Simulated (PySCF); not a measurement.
# [Tl(NH2)2]+ at several levels of theory

Computed with PySCF 2.14.0 (density fitting, no spin-orbit coupling) at the geometry relaxed with PBE0:

```xyz
7
[Tl(NH2)2]+ (singlet)
Tl    0.0000    0.0000   -0.0580
N     2.0041   -0.1309    0.1511
H     2.4535   -0.4638   -0.7063
H     2.4137    0.7707    0.4105
N    -2.0041    0.1309    0.1511
H    -2.4535    0.4638   -0.7063
H    -2.4137   -0.7707    0.4105
```

```csv
level,basis,state,HOMO (eV),gap (eV),charge on Tl1 (e),dipole about the centre of mass (D),largest force component (eV/Å)
PBE0,"Tl def2-SVP with ECP60, N def2-SVP, H def2-SVP",singlet,-13.18,5.82,0.82,1.74,0.02
PBE0,"Tl def2-TZVP with ECP60, N def2-TZVP, H def2-TZVP",singlet,-13.25,5.95,0.99,1.64,0.30
```

Charges are Mulliken's, which hang on the basis. The relaxation used the grid (50, 194), these runs (75, 302) or, all-electron (x2c bases, spin-free X2C Hamiltonian), (99, 590).

Q: A further run in the first row's basis gives HOMO (eV) -11.98, gap (eV) 3.98, charge on Tl1 (e) 0.94, dipole about the centre of mass (D) 1.70, largest force component (eV/Å) 0.45. Which level was it?
A. M06-L
B. wB97X

A: A. The others give HOMO -15.52 eV (wB97X).

In the first row's basis the gap widens with exact exchange: 4.0 eV for M06-L (none); 5.8 eV for PBE0 (a fixed share); 10.2 eV for wB97X (rising or full at long range).
